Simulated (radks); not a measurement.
Q: These are the eigenvalues of the occupied orbitals of an atom or ion with whole-number occupations (eV). Method: scalar-relativistic Kohn-Sham, r2SCAN, spin-unpolarised, spherical densities, finite nucleus; meta-GGA in the generalised Kohn-Sham scheme; Fermi nuclear charge, rms radius of each element as measured or else 0.836 A^(1/3) + 0.57 fm; computed with a radial shooting solver on a logarithmic mesh with Libxc functionals.

1s: -95065.00
2s: -22285.51
2p: -20085.77

Which element is it, and in what charge state? The configuration may be excited.

A: Z = 82, lead, charge +72: Pb72+ in [Ne]. The list shows which subshells hold electrons but not how many an open one holds; the 1s level, -3493.6 hartree, gives Z - s = 83.6 by -(Z - s)^2/2, which with screening and relativity narrows Z to a few neighbours, and the depths of the outer levels then fix element, charge and occupations together.
